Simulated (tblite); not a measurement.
Record of a relaxation.

C₅H₁₀FNSi₂.
Atom-mapped SMILES: `[F:1][CH2:2][C:3]1=[CH:4][Si@@H:5]([NH:6][SiH3:7])[CH:8]=[CH:9]1` (hydrogens: H10, H11 on C2; H12 on C4; H13 on Si5; H14 on N6; H15, H16, H17 on Si7; H18 on C8; H19 on C9)

Computed with GFN2-xTB (tblite), gas phase: L-BFGS steps from a force-field or distance-geometry start until the largest atomic force falls under 0.01 eV/Å. 10 of its 127 geometries are shown.

Step 0: E = -731.4740 eV, largest atomic force 2.545 eV/Å
```
atom  x, y, z in Å  |  force x, y, z in eV/Å
F1     -2.243    2.604    0.936   -0.061   0.446  -0.131
C2     -2.455    1.333    1.360    0.421  -0.640   0.386
C3     -1.479    0.375    0.733    0.382   0.382  -0.746
C4     -0.538    0.706   -0.183   -0.583  -0.091   0.352
Si5     0.441   -0.792   -0.708   -2.369  -0.477  -0.797
N6      1.999   -0.768   -0.093    1.060  -0.167   1.129
Si7     3.032    0.102   -1.115    1.718   1.022  -0.898
C8     -0.628   -1.805    0.434   -0.202  -0.710   0.287
C9     -1.532   -1.046    1.069    0.253  -0.532  -0.134
H10    -3.486    1.056    1.134   -0.140   0.015  -0.159
H11    -2.332    1.327    2.456   -0.006   0.061  -0.047
H12    -0.345    1.683   -0.564   -0.302   0.516   0.155
H13     0.304   -1.176   -2.126    0.134   0.090   0.261
H14     1.991   -0.339    0.826    0.180  -0.393   0.158
H15     4.358    0.124   -0.463   -0.229  -0.046  -0.080
H16     2.541    1.493   -1.215    0.179  -0.144  -0.204
H17     3.119   -0.559   -2.429   -0.126   0.128   0.317
H18    -0.500   -2.880    0.530   -0.421   0.338   0.300
H19    -2.256   -1.431    1.785    0.114   0.202  -0.150
```

Step 14: E = -731.9267 eV, largest atomic force 0.174 eV/Å
```
atom  x, y, z in Å  |  force x, y, z in eV/Å
F1     -2.257    2.594    0.960   -0.105   0.112   0.051
C2     -2.460    1.305    1.377   -0.023   0.026   0.020
C3     -1.529    0.363    0.699    0.112   0.047  -0.008
C4     -0.628    0.702   -0.228    0.056  -0.021  -0.120
Si5     0.370   -0.829   -0.703   -0.022   0.145  -0.032
N6      2.017   -0.659   -0.180   -0.052   0.011   0.021
Si7     3.165    0.218   -1.142   -0.008  -0.083   0.019
C8     -0.691   -1.842    0.484    0.054  -0.082   0.001
C9     -1.578   -1.044    1.077   -0.002  -0.079  -0.086
H10    -3.497    1.041    1.144   -0.132   0.080   0.045
H11    -2.305    1.287    2.462   -0.059   0.050   0.071
H12    -0.507    1.726   -0.540   -0.012  -0.064  -0.040
H13     0.346   -1.208   -2.119   -0.026  -0.005   0.172
H14     2.133   -0.609    0.823    0.055  -0.036  -0.151
H15     4.437    0.141   -0.437    0.065  -0.004   0.087
H16     2.783    1.611   -1.384    0.016   0.044   0.021
H17     3.178   -0.513   -2.401    0.052  -0.010  -0.114
H18    -0.677   -2.897    0.678    0.089  -0.138   0.009
H19    -2.309   -1.377    1.800   -0.059   0.008   0.034
```

Step 28: E = -731.9675 eV, largest atomic force 0.084 eV/Å
```
atom  x, y, z in Å  |  force x, y, z in eV/Å
F1     -2.324    2.616    1.005   -0.012  -0.020  -0.018
C2     -2.507    1.313    1.397   -0.009   0.016   0.000
C3     -1.566    0.376    0.700   -0.078   0.028  -0.013
C4     -0.676    0.709   -0.244   -0.023   0.033   0.038
Si5     0.362   -0.802   -0.689    0.025   0.023   0.045
N6      2.030   -0.637   -0.246    0.002  -0.011  -0.057
Si7     3.234    0.208   -1.170   -0.042  -0.015   0.003
C8     -0.673   -1.819    0.522    0.001  -0.023  -0.001
C9     -1.601   -1.039    1.079    0.042   0.041   0.014
H10    -3.557    1.066    1.187    0.054  -0.022  -0.018
H11    -2.345    1.291    2.484   -0.002  -0.028  -0.028
H12    -0.575    1.723   -0.591   -0.004   0.013   0.016
H13     0.297   -1.259   -2.075   -0.022   0.026   0.003
H14     2.235   -0.725    0.736   -0.053  -0.026   0.013
H15     4.462    0.104   -0.378   -0.022  -0.022  -0.055
H16     2.881    1.617   -1.385    0.022  -0.013   0.012
H17     3.295   -0.476   -2.462    0.047   0.017   0.041
H18    -0.631   -2.876    0.717    0.042  -0.049   0.020
H19    -2.350   -1.382    1.782    0.032   0.032  -0.015
```

Step 42: E = -731.9798 eV, largest atomic force 0.085 eV/Å
```
atom  x, y, z in Å  |  force x, y, z in eV/Å
F1     -2.395    2.611    0.996    0.008   0.014  -0.024
C2     -2.547    1.304    1.385   -0.017   0.006   0.007
C3     -1.583    0.387    0.696    0.030  -0.005   0.027
C4     -0.682    0.738   -0.229   -0.024   0.009  -0.009
Si5     0.349   -0.768   -0.701   -0.015  -0.031   0.033
N6      2.028   -0.660   -0.287   -0.005  -0.023   0.034
Si7     3.259    0.182   -1.174   -0.007   0.005   0.016
C8     -0.640   -1.792    0.546    0.010   0.005  -0.025
C9     -1.579   -1.021    1.099    0.025  -0.016  -0.005
H10    -3.586    1.030    1.166   -0.024  -0.031  -0.025
H11    -2.392    1.279    2.471    0.001   0.001   0.018
H12    -0.598    1.753   -0.576   -0.011   0.038  -0.015
H13     0.209   -1.198   -2.094    0.025   0.024   0.054
H14     2.225   -0.807    0.692    0.012   0.001  -0.084
H15     4.483    0.035   -0.388    0.007  -0.015   0.026
H16     2.924    1.599   -1.347    0.012   0.008  -0.008
H17     3.376   -0.463   -2.480   -0.033  -0.013  -0.009
H18    -0.546   -2.841    0.774   -0.039   0.042  -0.006
H19    -2.314   -1.357    1.820    0.045  -0.018  -0.003
```

Step 56: E = -731.9867 eV, largest atomic force 0.030 eV/Å
```
atom  x, y, z in Å  |  force x, y, z in eV/Å
F1     -2.467    2.602    0.970   -0.007  -0.004  -0.003
C2     -2.586    1.296    1.375    0.005  -0.008   0.001
C3     -1.578    0.403    0.719    0.006  -0.004  -0.014
C4     -0.688    0.768   -0.211    0.008  -0.007  -0.015
Si5     0.347   -0.733   -0.700   -0.008   0.023  -0.008
N6      2.032   -0.673   -0.313   -0.007   0.009   0.005
Si7     3.281    0.163   -1.179    0.008  -0.004   0.006
C8     -0.617   -1.768    0.552   -0.012   0.005  -0.003
C9     -1.543   -1.002    1.130   -0.005   0.001   0.007
H10    -3.608    0.980    1.129   -0.006  -0.001   0.001
H11    -2.460    1.290    2.466   -0.007   0.011   0.013
H12    -0.638    1.781   -0.576    0.003  -0.011   0.008
H13     0.181   -1.128   -2.099    0.013   0.000   0.016
H14     2.250   -0.900    0.644    0.007   0.002   0.001
H15     4.488   -0.032   -0.374    0.003  -0.004  -0.029
H16     2.985    1.592   -1.327    0.005  -0.030  -0.002
H17     3.375   -0.467   -2.497    0.000   0.022   0.014
H18    -0.516   -2.814    0.784    0.005   0.002  -0.006
H19    -2.247   -1.347    1.876   -0.010  -0.002   0.007
```

Step 70: E = -731.9879 eV, largest atomic force 0.026 eV/Å
```
atom  x, y, z in Å  |  force x, y, z in eV/Å
F1     -2.493    2.597    0.957   -0.006  -0.009   0.005
C2     -2.599    1.294    1.374    0.003  -0.005  -0.001
C3     -1.581    0.406    0.725   -0.010  -0.001  -0.004
C4     -0.691    0.775   -0.204   -0.007   0.005   0.006
Si5     0.350   -0.722   -0.694    0.004   0.009   0.001
N6      2.034   -0.663   -0.305    0.008  -0.015   0.012
Si7     3.289    0.154   -1.181   -0.008  -0.004   0.005
C8     -0.616   -1.761    0.551    0.002  -0.003   0.010
C9     -1.542   -0.999    1.136   -0.006   0.000  -0.004
H10    -3.618    0.966    1.129    0.015  -0.002   0.001
H11    -2.476    1.300    2.465    0.003   0.005  -0.011
H12    -0.644    1.786   -0.570   -0.001   0.004   0.004
H13     0.197   -1.118   -2.092   -0.007   0.001  -0.012
H14     2.256   -0.910    0.646    0.017   0.015  -0.012
H15     4.509   -0.063   -0.405   -0.002  -0.004   0.000
H16     2.998    1.583   -1.316    0.014   0.006   0.000
H17     3.367   -0.461   -2.506   -0.012   0.000   0.001
H18    -0.511   -2.808    0.778    0.003  -0.011   0.006
H19    -2.241   -1.348    1.883   -0.009   0.007  -0.006
```

Step 84: E = -731.9907 eV, largest atomic force 0.027 eV/Å
```
atom  x, y, z in Å  |  force x, y, z in eV/Å
F1     -2.576    2.575    0.909   -0.002   0.015  -0.013
C2     -2.631    1.281    1.362   -0.009   0.012   0.002
C3     -1.594    0.410    0.724    0.014   0.004   0.016
C4     -0.683    0.793   -0.177    0.011   0.005   0.007
Si5     0.373   -0.694   -0.661   -0.002  -0.017  -0.006
N6      2.061   -0.659   -0.287   -0.007   0.015  -0.002
Si7     3.307    0.130   -1.200   -0.005  -0.002   0.003
C8     -0.605   -1.748    0.565    0.023   0.000   0.015
C9     -1.552   -0.997    1.130   -0.003  -0.013  -0.015
H10    -3.641    0.911    1.143   -0.017   0.000  -0.004
H11    -2.492    1.323    2.450    0.000  -0.008   0.009
H12    -0.639    1.808   -0.535    0.002   0.011   0.000
H13     0.219   -1.069   -2.065   -0.007  -0.015  -0.011
H14     2.292   -0.870    0.671   -0.002   0.009   0.000
H15     4.556   -0.169   -0.498   -0.014  -0.005  -0.006
H16     3.087    1.579   -1.271    0.016  -0.015  -0.009
H17     3.270   -0.450   -2.542    0.004   0.021   0.014
H18    -0.490   -2.793    0.794   -0.012  -0.006  -0.004
H19    -2.271   -1.352    1.857    0.008  -0.010   0.003
```

Step 98: E = -731.9922 eV, largest atomic force 0.017 eV/Å
```
atom  x, y, z in Å  |  force x, y, z in eV/Å
F1     -2.616    2.562    0.878    0.004  -0.009   0.000
C2     -2.649    1.276    1.356    0.005  -0.006  -0.001
C3     -1.597    0.410    0.732    0.001   0.001  -0.008
C4     -0.676    0.801   -0.157    0.008  -0.003   0.002
Si5     0.380   -0.685   -0.647   -0.013   0.011  -0.004
N6      2.069   -0.637   -0.279   -0.005  -0.003   0.000
Si7     3.318    0.122   -1.211    0.009   0.001   0.000
C8     -0.597   -1.744    0.574   -0.007   0.000   0.008
C9     -1.556   -0.999    1.129   -0.003   0.009   0.003
H10    -3.652    0.884    1.143    0.000   0.007   0.000
H11    -2.510    1.340    2.443   -0.002  -0.005   0.001
H12    -0.626    1.819   -0.505   -0.011  -0.013   0.000
H13     0.215   -1.070   -2.048    0.004   0.002   0.000
H14     2.301   -0.825    0.683   -0.001   0.009  -0.005
H15     4.568   -0.246   -0.547    0.003   0.002  -0.002
H16     3.164    1.580   -1.255    0.005  -0.003   0.007
H17     3.221   -0.424   -2.562   -0.001  -0.001  -0.002
H18    -0.486   -2.791    0.797    0.000  -0.006  -0.003
H19    -2.280   -1.364    1.844    0.004   0.006   0.002
```

Step 112: E = -731.9927 eV, largest atomic force 0.011 eV/Å
```
atom  x, y, z in Å  |  force x, y, z in eV/Å
F1     -2.623    2.557    0.872    0.001   0.001   0.004
C2     -2.656    1.272    1.354    0.002   0.002  -0.002
C3     -1.600    0.408    0.735   -0.006   0.001   0.002
C4     -0.681    0.801   -0.155    0.003   0.005   0.000
Si5     0.379   -0.681   -0.645    0.006  -0.009   0.001
N6      2.069   -0.632   -0.281   -0.001   0.009  -0.001
Si7     3.326    0.116   -1.215   -0.006  -0.001   0.003
C8     -0.595   -1.743    0.578    0.000   0.001  -0.006
C9     -1.554   -1.000    1.135    0.002  -0.002  -0.003
H10    -3.658    0.879    1.137    0.007   0.001   0.006
H11    -2.522    1.340    2.442   -0.004  -0.008  -0.005
H12    -0.638    1.818   -0.505   -0.003   0.005  -0.009
H13     0.216   -1.065   -2.046    0.002  -0.001  -0.002
H14     2.297   -0.789    0.688   -0.002  -0.002   0.000
H15     4.578   -0.283   -0.570    0.000  -0.010   0.003
H16     3.208    1.577   -1.233   -0.003   0.005  -0.002
H17     3.205   -0.411   -2.572   -0.005   0.000   0.004
H18    -0.484   -2.791    0.798    0.007   0.004   0.004
H19    -2.275   -1.365    1.853   -0.002   0.001   0.001
```

Step 126: E = -731.9933 eV, largest atomic force 0.007 eV/Å
```
atom  x, y, z in Å  |  force x, y, z in eV/Å
F1     -2.619    2.559    0.892   -0.001   0.004   0.002
C2     -2.661    1.268    1.354    0.001   0.000  -0.003
C3     -1.606    0.407    0.729    0.003   0.000   0.000
C4     -0.697    0.800   -0.171    0.003   0.002   0.000
Si5     0.376   -0.677   -0.652   -0.004   0.005  -0.002
N6      2.063   -0.611   -0.277   -0.001  -0.003   0.001
Si7     3.333    0.110   -1.212    0.001   0.001   0.000
C8     -0.587   -1.738    0.580   -0.004  -0.001  -0.004
C9     -1.546   -0.998    1.138   -0.002   0.000  -0.002
H10    -3.664    0.882    1.128   -0.003   0.000   0.000
H11    -2.533    1.317    2.444    0.001  -0.001  -0.002
H12    -0.664    1.814   -0.532   -0.002   0.000   0.003
H13     0.223   -1.067   -2.052    0.001  -0.006   0.001
H14     2.283   -0.753    0.697    0.000  -0.001   0.001
H15     4.575   -0.345   -0.587    0.001   0.005  -0.002
H16     3.261    1.575   -1.207    0.003  -0.002   0.002
H17     3.178   -0.391   -2.575   -0.003  -0.001   0.001
H18    -0.464   -2.783    0.808    0.002   0.001   0.003
H19    -2.261   -1.363    1.864    0.003  -0.001   0.001
```

Task: Summarise the path.

Result: The energy falls by 11.98 kcal/mol from step 0 to step 126; nine tenths of that is first reached at step 17. It falls at every step. The largest force goes from 2.545 to 0.007 eV/Å. Among the bonds Si5–N6 changes most, from 1.675 to 1.730 Å; the atoms move by 0.320 Å rms after alignment.

Task: Follow the three bonds and two angles with the largest change from start to end.

Result: 
```
step  E above end (kcal/mol)  largest force (eV/Å)  Si5–N6 (Å)  N6–Si7 (Å)  Si5–C8 (Å)  Si5–N6–Si7 (°)  N6–Si5–H13 (°)
   0                   11.98                 2.545       1.675       1.694       1.864           110.7           116.3
   5                    4.53                 0.648       1.743       1.748       1.870           116.3           112.3
  11                    2.19                 0.273       1.733       1.735       1.888           119.6           110.4
  16                    1.27                 0.156       1.733       1.733       1.893           121.5           108.9
  22                    0.84                 0.099       1.732       1.734       1.887           123.5           108.0
  27                    0.63                 0.080       1.734       1.736       1.891           125.2           108.4
  33                    0.47                 0.053       1.731       1.735       1.890           125.8           108.3
  38                    0.40                 0.069       1.731       1.736       1.888           126.4           108.8
  44                    0.28                 0.063       1.733       1.737       1.892           126.9           109.8
  49                    0.21                 0.048       1.730       1.734       1.889           127.9           109.6
  55                    0.16                 0.030       1.730       1.735       1.889           127.3           109.5
  60                    0.14                 0.024       1.730       1.734       1.889           127.3           109.4
  66                    0.13                 0.017       1.730       1.735       1.890           127.4           109.2
  71                    0.12                 0.024       1.729       1.735       1.888           127.3           109.0
  77                    0.10                 0.049       1.731       1.734       1.891           126.9           108.5
  82                    0.07                 0.038       1.729       1.734       1.887           126.7           108.4
  88                    0.05                 0.021       1.730       1.734       1.889           126.6           108.4
  93                    0.04                 0.025       1.729       1.734       1.888           126.6           108.5
  99                    0.02                 0.016       1.729       1.734       1.888           127.0           108.7
 104                    0.02                 0.016       1.729       1.734       1.889           127.3           108.6
 110                    0.02                 0.015       1.730       1.735       1.890           127.4           108.6
 115                    0.01                 0.011       1.730       1.735       1.889           127.5           108.6
 121                    0.00                 0.015       1.730       1.735       1.890           127.6           108.6
 126                    0.00                 0.007       1.730       1.734       1.890           127.8           108.7
```

What follows is the cost of the whole relaxation. Hardware: one thread, Arm Neoverse N1 (aarch64) (shared host). Cost: 2.0 s.
